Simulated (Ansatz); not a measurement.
Geometry optimisation, RHF/def2-SVP in Ansatz.

Input file:

```yaml
crystal:
  periodic: [false, false, false]
  atoms:
    - { symbol: Al, position_ang: [-0.101405, -0.082399, -0.139907] }
    - { symbol: H, position_ang: [-0.170797, -0.193048, 1.423184] }
    - { symbol: H, position_ang: [1.266744, 0.105339, -0.894594] }
    - { symbol: "N", position_ang: [-1.603699, -0.252225, -1.051203] }
    - { symbol: H, position_ang: [-2.511916, -0.388791, -0.650132] }
    - { symbol: H, position_ang: [-1.681904, -0.185317, -2.048431] }
    - { symbol: Br, position_ang: [-0.101719, 2.974106, 1.78777] }
    - { symbol: H, position_ang: [-0.116405, 1.526534, 2.148012] }
basis:
  gaussian: { orbitals: def2-SVP }
hamiltonian:
  xc: hf
relax:
  f_tol: 0.03
  max_steps: 50
output:
  orbitals: {}
```

Command:

```bash
$ ansatz run input.yaml --threads 1 --pin off --max-ram 2048MiB --backend cpu --events-out ev --progress --plain --runs-dir out
```

Q: Where does it end, and by what steps?

A: The forces met the threshold. The force dipped under the threshold on the way, but the program's further checks kept it going. After 14 steps the energy has fallen by 0.189 eV; H8 moved furthest, 0.89 Å.

```csv
step,energy less start (eV),largest force component (eV/Å),accepted
0,0.0000,1.877,yes
1,-0.1367,0.266,yes
2,-0.1569,0.172,yes
3,-0.1679,0.077,yes
4,-0.1723,0.133,yes
5,-0.1757,0.189,yes
6,-0.1817,0.057,yes
7,-0.1822,0.118,yes
8,-0.1754,0.645,no
9,-0.1858,0.069,yes
10,-0.1870,0.188,yes
11,-0.1887,0.005,yes
12,-0.1888,0.030,yes
13,-0.1884,0.060,no
14,-0.1890,0.005,yes
```

```xyz
8
Properties=species:S:1:pos:R:3
Al -0.120 -0.229 -0.183
H -0.160 -0.712 1.323
H 1.218 0.177 -0.913
N -1.621 -0.277 -1.119
H -2.518 -0.544 -0.760
H -1.708 -0.015 -2.082
Br -0.060 2.930 1.560
H -0.052 2.174 2.749
```

Whether the end is a true minimum wasn't checked by a vibrational analysis.

Run time: 28 s on 1 thread of Arm Neoverse V1, on a shared host, peak memory 0.17 GiB.
